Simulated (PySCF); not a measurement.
## Shapes and spin states of W(OH)₂

Method: PySCF, PBE0, basis W def2-TZVP with ECP60, O def2-TZVP, H def2-TZVP (scalar-relativistic core potentials, no spin–orbit coupling, density fitting).

Relaxations began from a few typed shapes and spin states; open shells are unrestricted. The search is not exhaustive: other isomers or separated fragments can lie lower, and high-lying points may rest on an excited occupation.

Task: Order these stationary points by electronic energy, lowest first, in kJ/mol from the lowest minimum.
A. singlet (closed shell, unstable to spin polarisation) D∞h: O–H 0.953 Å (×2), W–O 1.820 Å (×2); H–O–W 180.0° (×2), O–W–O 180.0°
B. quintet C2: O–H 0.962 Å (×2), W–O 1.916 Å (×2); H–O–W 122.7° (×2), O–W–O 142.6°
C. triplet D∞h: O–H 0.953 Å (×2), W–O 1.822 Å (×2); H–O–W 180.0° (×2), O–W–O 180.0°
D. broken-symmetry Ms = 0 (⟨S²⟩ 1.00) D∞h: O–H 0.953 Å (×2), W–O 1.821 Å (×2); H–O–W 180.0° (×2), O–W–O 180.0°
E. quintet C2h: O–H 0.961 Å (×2), W–O 1.930 Å (×2); H–O–W 126.8° (×2), O–W–O 180.0°

Result: C (0.0), D (25.2), B (32.3), E (40.2), A (90.2).

Task: Which of them are minima?

Result: By energy in kJ/mol, 0.0: minimum; 25.2: minimum; 32.3: minimum; 40.2: saddle point, 1 imaginary mode; 90.2: minimum of the closed-shell surface only.

For the lowest minimum: open d and f shells are described by one determinant, and the ground state may have another occupation or spin. Spin–orbit coupling, left out here, can matter for elements this heavy.

The electron or spin density has lower symmetry than the nuclear frame for the broken-symmetry Ms = 0 (⟨S²⟩ 1.00) D∞h at 25.2 kJ/mol.
